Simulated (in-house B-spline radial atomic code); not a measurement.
A fraction x of an electron is removed from 5d in neutral gadolinium, starting from [Xe] 4f7 5d1 6s2 and keeping the highest spin. Computed with a radial B-spline atomic code at the basis-set limit: scalar-relativistic (X2C) B3LYP, spin-polarised, spherical fractional occupations, Fermi nucleus of rms radius 5.1569 fm.

Caution: exact exchange at fractional occupations of open shells leaves self-interaction of up to several eV.

```
   x  E(x) - E(0) (eV)  5d up level (eV)
   0            0.0000            -2.445
0.11            0.3053            -3.110
0.19            0.5740            -3.610
0.33                 ?                 ?
0.45            1.7323            -5.321
 0.5            2.0069            -5.664
 0.6            2.6080            -6.362
0.73                 ?                 ?
0.85            4.4233            -8.176
0.98            5.5495            -9.155
   1            5.7341                 -
```

Problem. What belongs in the row x = 0.33?

Solution. An energy change of 1.1423 eV; 5d up at -4.516 eV.

Problem. What belongs in the row x = 0.73?

Solution. An energy change of 3.4953 eV; 5d up at -7.293 eV.

Problem. Check Janak's theorem between x = 0.11 and 0.19.

Solution. The slope of the energy is 3.36 eV; the orbital levels give 3.36 eV (-ε of the emptying orbital, averaged over the two points).
